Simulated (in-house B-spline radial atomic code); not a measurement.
The numbers below are computed, except where a source is named.
Softness against transferability: the 3d channel of Ge

Ge, [Ar] 3d10 4s2 4p2, non-relativistic PBE, spherical and spin-unpolarised, from an all-electron radial atomic-structure program (B-spline basis) (atomic units). The all-electron 3d level is ε = -1.108006 hartree and its outer maximum at 0.50 bohr.

Troullier-Martins pseudo-orbitals are made for several radii. The cutoffs (hartree) are the plane-wave energies beyond which the orbital holds less than the named kinetic energy per electron. The phase error is the difference, pseudo minus all-electron, of arctan(R P'/P) at R = 2.41 bohr for all radii, half a hartree below and above the level.

```tsv
r_c (bohr)	V_l(0) (hartree)	cutoff for 10 mEh	for 1 mEh	for 0.1 mEh	phase error at ε − 0.5 (mrad)	at ε + 0.5 (mrad)
1.13	-36.68	82.4	98	171	+0.1	+1.1
1.31	-30.15	66.8	79.9	137	+0.3	+2.4
1.51	-24.93	54.1	65	110	+0.8	+5.2
1.71	-21.11	44.9	53.7	90.3	+1.8	+10.0
1.9	-18.35	38.4	46.1	76.4	+3.6	+17.2
2.11	-15.97	32.6	39.1	64.5	+7.3	+29.2
```

Question: Which radius needs the lowest cutoff for 0.1 mEh while both phase errors stay within 10.1 mrad?

Answer: The radii within that limit are 1.13, 1.31, 1.51, 1.71 bohr; of these r_c = 1.71 needs the least, 90.3 hartree, that is 181 Ry or 2457 eV.

Question: What does the larger radius buy, and what does it cost?

Answer: From r_c = 1.13 to 2.11 bohr the cutoff for 1 mEh goes from 98 to 39.1 hartree, a factor of 2.51, against 3.49 for a pure 1/r_c² scaling, end to end; step by step it is 98, 79.9, 65, 53.7, 46.1, 39.1, and for 0.1 mEh 171, 137, 110, 90.3, 76.4, 64.5; the number of plane waves goes as the cutoff to the power 3/2, here a factor of 4.0. The larger of the two phase errors is least at r_c = 1.13 bohr, 1.1 mrad; it is 1.1 at the smallest radius and 29.2 at the largest. These errors test the reference atom alone. Large radii also let the cores of neighbours overlap, which an atom doesn't show.
